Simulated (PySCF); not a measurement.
# What a mistake does to a calculation on BFH4NSi cation

All numbers below are calculated, not measured. They come from PySCF 2.14.0, an open-source quantum chemistry program, on an isolated molecule that a program drew, which may never have been made. The molecule is BFH4NSi cation (charge +1, singlet), drawn as the SMILES string `F[B+]N[SiH3]`.

Each row is a Hartree-Fock (HF) and frozen-core CCSD(T) single point in the cc-pV(D+d)Z basis, meant for a local HF minimum. Run 1 is clean. Each other run has one planted mistake out of seven kinds, and not every kind appears here: one electron removed, one electron added, multiplicity raised by two, geometry at a saddle point, minimal basis STO-3G, one bond length entered in bohr, all coordinates scaled. The reference is restricted for singlets and unrestricted otherwise, and also for a bond in bohr. Adding or removing an electron swaps singlet and doublet. Electrons count all cores. HOMO and LUMO are orbital energies over both spins, the gradient is its largest component, and the lowest frequency (negative if imaginary) is given only where the gradient is small. Bond lengths are over the 7 bonds as drawn. T1 is the CCSD diagnostic: over 0.02 (restricted) or 0.045 (unrestricted) a single reference is doubtful.

Geometry of the clean run:
```xyz
8
BFH4NSi cation, angstrom
F    -0.4631    2.9119    0.9282
B     0.2897    2.0517    0.4402
N     1.0530    1.1195   -0.0706
Si    0.6004   -0.6652   -0.3963
H     1.9968    1.3954   -0.3181
H     0.7689   -0.8283   -1.8404
H     1.5385   -1.4360    0.4200
H    -0.7911   -0.7125    0.0648
```

| run | electrons | basis functions | <S^2> | HOMO (eV) | LUMO (eV) | gradient (hartree/bohr) | lowest frequency (cm^-1) | mean bond (Å) | longest bond (Å) | T1 | HF (hartree) | CCSD(T) (hartree) | mistake |
|---|---|---|---|---|---|---|---|---|---|---|---|---|---|
| 1 | 38 | 85 | 0.000 | -17.94 | -2.58 | 2.6e-05 | 115 | 1.4040 | 1.870 | 0.0141 | -469.67092 | -470.23203 | no fault |
| 2 | 37 | 85 | 0.768 | -23.98 | -15.41 | 1.2e-01 | - | 1.4040 | 1.870 | 0.0839 | -469.05063 | -469.59799 | one electron removed |
| 3 | 39 | 85 | 0.763 | -4.45 | 2.97 | 8.7e-02 | - | 1.4040 | 1.870 | 0.0190 | -469.79891 | -470.37277 | one electron added |
| 4 | 38 | 85 | 1.021 | -16.87 | -6.05 | 1.1e-02 | - | 1.5703 | 2.473 | 0.0213 | -469.47512 | -470.01840 | one bond length entered in bohr |
| 5 | 38 | 85 | 0.000 | -17.42 | -3.28 | 6.9e-02 | - | 1.5233 | 2.029 | 0.0173 | -469.61964 | -470.19822 | all coordinates scaled |
| 6 | 38 | 28 | 0.000 | -16.42 | 0.14 | 2.5e-02 | - | 1.4040 | 1.870 | 0.0182 | -463.99908 | -464.20852 | ? |

**Which mistake was planted in run 6, and what did it cost?**

It has 28 basis functions where the clean run has 85, with the same electrons and geometry. So the mistake is: minimal basis STO-3G. Subtracting run 1 and multiplying by 627.51 kcal/mol a hartree, the energy moved by 3559.1 kcal/mol in HF and 3779.8 kcal/mol in CCSD(T).

Cautions from the logs. Run 2: T1 is over the limit, so its CCSD(T) energy is less reliable.
